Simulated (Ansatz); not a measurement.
`SC#Cc1ccc(C#Cc2ccc(C#Cc3ccc(S)cc3)cc2)cc1` with charge +1. Total charge 1; doublet. Geometry r2SCAN-D4/def2-SVP, that of the neutral singlet; atoms count from 1.

```tsv
atom	x (Å)	y (Å)	z (Å)
S1	-10.1385	-5.9997	-2.2188
C2	-8.7064	-5.2256	-1.7994
C3	-7.6754	-4.5948	-1.5926
C4	-6.4769	-3.8801	-1.3424
C5	-5.7672	-4.0559	-0.1310
C6	-4.5935	-3.3565	0.1107
C7	-4.0775	-2.4503	-0.8461
C8	-2.8799	-1.7353	-0.5979
C9	-1.8431	-1.1164	-0.3836
C10	-0.6463	-0.4003	-0.1359
C11	-0.1528	0.5349	-1.0778
C12	1.0186	1.2371	-0.8350
C13	1.7512	1.0346	0.3598
C14	2.9467	1.7530	0.6085
C15	3.9801	2.3765	0.8249
C16	5.1736	3.0989	1.0763
C17	5.6419	4.0704	0.1625
C18	6.8114	4.7812	0.4086
C19	7.5552	4.5443	1.5785
S20	9.0484	5.4032	1.9650
C21	7.0998	3.5782	2.4956
C22	5.9310	2.8690	2.2487
C23	1.2597	0.0967	1.2998
C24	0.0878	-0.6048	1.0574
C25	-4.7897	-2.2751	-2.0565
C26	-5.9626	-2.9750	-2.3007
H27	-10.2438	-6.7849	-1.1162
H28	-6.1546	-4.7519	0.6172
H29	-4.0540	-3.4998	1.0503
H30	-0.7103	0.6998	-2.0035
H31	1.3887	1.9585	-1.5681
H32	5.0709	4.2625	-0.7497
H33	7.1493	5.5282	-0.3160
H34	9.0729	6.1778	0.8587
H35	7.6692	3.3840	3.4095
H36	5.5857	2.1212	2.9671
H37	1.8171	-0.0681	2.2256
H38	-0.2827	-1.3258	1.7908
H39	-4.4023	-1.5779	-2.8036
H40	-6.5015	-2.8317	-3.2406
```

Single mean-field runs in def2-TZVP are fitted with def2-universal-jkfit.

(1) Estimate the Mulliken populations of the heavy atoms from the PBE0/def2-TZVP orbitals of Ansatz.

(2) Where does the spin sit?

(3) And the Mayer bond orders between heavy atoms (over 0.3)?

Answers

(1) 
```json
{"atom": "S1", "charge (e)": "-0.01", "spin (α − β)": "0.08"}
{"atom": "C2", "charge (e)": "0.06", "spin (α − β)": "0.08"}
{"atom": "C3", "charge (e)": "0.05", "spin (α − β)": "0.00"}
{"atom": "C4", "charge (e)": "0.03", "spin (α − β)": "0.09"}
{"atom": "C5", "charge (e)": "-0.19", "spin (α − β)": "-0.01"}
{"atom": "C6", "charge (e)": "-0.16", "spin (α − β)": "0.03"}
{"atom": "C7", "charge (e)": "0.02", "spin (α − β)": "0.05"}
{"atom": "C8", "charge (e)": "0.15", "spin (α − β)": "0.08"}
{"atom": "C9", "charge (e)": "0.13", "spin (α − β)": "0.04"}
{"atom": "C10", "charge (e)": "0.03", "spin (α − β)": "0.08"}
{"atom": "C11", "charge (e)": "-0.17", "spin (α − β)": "0.01"}
{"atom": "C12", "charge (e)": "-0.17", "spin (α − β)": "0.01"}
{"atom": "C13", "charge (e)": "0.03", "spin (α − β)": "0.09"}
{"atom": "C14", "charge (e)": "0.10", "spin (α − β)": "0.03"}
{"atom": "C15", "charge (e)": "0.18", "spin (α − β)": "0.08"}
{"atom": "C16", "charge (e)": "0.02", "spin (α − β)": "0.04"}
{"atom": "C17", "charge (e)": "-0.17", "spin (α − β)": "0.03"}
{"atom": "C18", "charge (e)": "-0.22", "spin (α − β)": "-0.01"}
{"atom": "C19", "charge (e)": "0.20", "spin (α − β)": "0.07"}
{"atom": "S20", "charge (e)": "-0.06", "spin (α − β)": "0.09"}
{"atom": "C21", "charge (e)": "-0.19", "spin (α − β)": "-0.01"}
{"atom": "C22", "charge (e)": "-0.16", "spin (α − β)": "0.03"}
{"atom": "C23", "charge (e)": "-0.17", "spin (α − β)": "0.01"}
{"atom": "C24", "charge (e)": "-0.17", "spin (α − β)": "0.01"}
{"atom": "C25", "charge (e)": "-0.17", "spin (α − β)": "0.03"}
{"atom": "C26", "charge (e)": "-0.18", "spin (α − β)": "-0.01"}
```
Mulliken values depend strongly on the basis.

(2) Summed by element: S 0.17, C 0.85, H -0.02, of 1 unpaired in all. Largest on single atoms: C4 0.09, S20 0.09, C13 0.09.

(3) S1–C2 1.33 (1.68 Å); C2–C3 2.39 (1.23 Å); C3–C4 1.22 (1.42 Å); C4–C5 1.29 (1.41 Å); C4–C26 1.28 (1.41 Å); C5–C6 1.50 (1.39 Å); C6–C7 1.28 (1.42 Å); C7–C8 1.19 (1.42 Å); C7–C25 1.28 (1.42 Å); C8–C9 2.51 (1.23 Å); C9–C10 1.20 (1.42 Å); C10–C11 1.27 (1.42 Å); C10–C24 1.27 (1.42 Å); C11–C12 1.50 (1.39 Å); C12–C13 1.27 (1.42 Å); C13–C14 1.20 (1.42 Å); C13–C23 1.27 (1.42 Å); C14–C15 2.50 (1.23 Å); C15–C16 1.15 (1.42 Å); C16–C17 1.30 (1.41 Å); C16–C22 1.29 (1.41 Å); C17–C18 1.52 (1.39 Å); C18–C19 1.30 (1.41 Å); C19–S20 1.16 (1.77 Å); C19–C21 1.30 (1.41 Å); C21–C22 1.52 (1.39 Å); C23–C24 1.50 (1.39 Å); C25–C26 1.50 (1.39 Å).
